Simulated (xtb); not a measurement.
C₄H₇BFN, SMILES C=C=CB(F)NC. All values are semi-empirical tight-binding results from xtb (GFN2-xTB unless named), good for trends rather than for accurate numbers. Geometry: GFN2-xTB. This is a generated structure with no PubChem entry under its InChIKey; it may be hypothetical. One conformer was computed; it need not be the lowest.

Task: Estimate the properties. (An estimate is asked for; the answer gives what the named calculation found.)

Result: 
| Property | Value |
|---|---|
| point group as xtb finds it | Cs |
| orbital gap | 4.37 eV |
| dipole moment | 2.69 D |
| zero-point energy | 66.2 kcal/mol |
| G − E(el) at 298.15 K (modified RRHO) | 45.4 kcal/mol |
| static polarisability (D4 model) | 69.3 bohr³ |
| solvation energy, GFN2-xTB/ALPB(water) | -3.8 kcal/mol |
| solvation energy, GFN2-xTB/ALPB(octanol) | -6.4 kcal/mol |

Computed IR lines (harmonic; lines under 4 % of the strongest left out, lines within 3 cm⁻¹ merged):
ν (cm⁻¹): 578 (w), 650 (m), 745 (w), 829 (w), 872 (w), 1060 (m), 1081 (w), 1164 (s), 1281 (m), 1312 (s), 1412 (w), 1423 (w), 1466 (s), 1503 (m), 2070 (vs), 2946 (w), 2967 (m), 3022 (w), 3080 (w) (against the strongest line: vs over 80 %, s over 45 %, m over 15 %, w over 4 %, vw less)
